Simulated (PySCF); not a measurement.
Harmonic spectrum computed at PBE0 in the def2-TZVP basis family (core potentials from Rb on, PySCF, no spin–orbit coupling):

```
ω (cm⁻¹)  IR (km/mol)
     158          5.6
     384         66.5
    1150         87.1
```

Which molecule gave it? In each, all ligands are bound to the one heavy central atom.
A. ClWN (triplet)
B. ClMoN (triplet)
C. ClRuN (singlet)
D. ClTaN (doublet)

B. It has Cs symmetry with Mo–Cl 2.307 Å, Mo–N 1.613 Å.
